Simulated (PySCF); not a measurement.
Molecule: SMILES O=C(C1CC1)C1CC1, C$_{7}$H$_{10}$O.

Atom-mapped SMILES (the numbers label the heavy atoms): `[O:1]=[C:2]([CH:3]1[CH2:4][CH2:5]1)[CH:6]1[CH2:7][CH2:8]1` (H(Xn): hydrogen on atom n). Ha(C4), Ha(C5), Ha(C7), Ha(C8) are cis to C2 on the ring; Hb(C4), Hb(C5), Hb(C7), Hb(C8) are trans to C2 on the ring.

Spin–spin couplings on one PBE0-D3(BJ)/def2-SVP geometry, PySCF 2.14, gas phase, non-relativistic, equivalent pairs averaged (without the spin–dipole term); isotopes 1H; functional B3LYP.

Reference values (Hz): 3J(H(C3),Hb(C4)) = 7.9 (measured; solution (compiled); Pretsch, Buehlmann, Badertscher, Structure Determination of Organic Compounds, 4th ed., Springer 2009); 3J(H(C3),Ha(C4)) = 4.6 (measured; solution (compiled); Pretsch, Buehlmann, Badertscher, Structure Determination of Organic Compounds, 4th ed., Springer 2009); 2J(Ha(C4),Hb(C4)) = -3.5 (measured; solution (compiled); Pretsch, Buehlmann, Badertscher, Structure Determination of Organic Compounds, 4th ed., Springer 2009).

How do the couplings (Hz) change with the basis set? Times are CPU seconds on 1 thread of an Arm Neoverse V2, shared host. Far from the basis limit: 6-31G*, pcJ-0, 6-31G-J, def2-TZVP.

Answers


```tsv
basis set	functions	3J(H(C3),Hb(C4))	3J(H(C3),Ha(C4))	2J(Ha(C4),Hb(C4))	mean abs. error	core-s
6-31G*	132	7.5	3.0	-5.8	1.4	17
pcJ-0	134	7.6	4.0	-4.4	0.6	16
6-31G-J	136	9.0	3.8	-6.7	1.7	20
def2-TZVP	308	7.2	3.8	-2.4	0.9	71
pcJ-1	316	8.7	4.9	-3.4	0.4	96
```

Errors compare magnitudes, without vibrational corrections, and the largest couplings weigh most in the mean. Closest: pcJ-1; furthest: 6-31G-J.

The Fermi-contact term samples the wavefunction at the nucleus, which is why sets with added tight s functions (names with J) are made for couplings. Agreement of an ordinary basis with the reference is then largely a cancellation of errors.
